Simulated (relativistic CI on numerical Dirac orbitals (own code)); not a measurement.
**Spin-allowed bands of a d8 ion in an octahedral site, by hand**

Problem. A d8 ion in an octahedral site has a 3A2 ground term and spin-allowed bands at ν1 = 10260 and ν2 = 14130 cm⁻¹ (from a computed ligand-field model). Find Δ and the Racah parameter B, and predict the third band.

Working.
1. The F term splits into A2 (−1.2Δ), T2 (−0.2Δ) and T1 (+0.6Δ), so ν1 = E(T2) − E(A2) = Δ = 10260 cm⁻¹.
2. T1(F) mixes with T1(P), which lies at 15B, through an element 0.4Δ. The two roots, counted from A2, are ν2,3 = ½(15B + 3Δ) ∓ ½√[(15B − Δ)² + 12BΔ].
3. Solving the lower root for B gives B = (2ν1² + ν2² − 3ν1ν2)/(15ν2 − 27ν1) = -24729300/-65070 = 380 cm⁻¹.
4. The sum of the roots is 15B + 3Δ, so ν3 = 15B + 3ν1 − ν2 = 22351 cm⁻¹ (447 nm).

Check. The bands were computed by exact diagonalisation of the d8 shell with B = 380 and Δ = 10260 cm⁻¹, which gives ν3 = 22350 cm⁻¹. C does not enter the terms of highest spin.
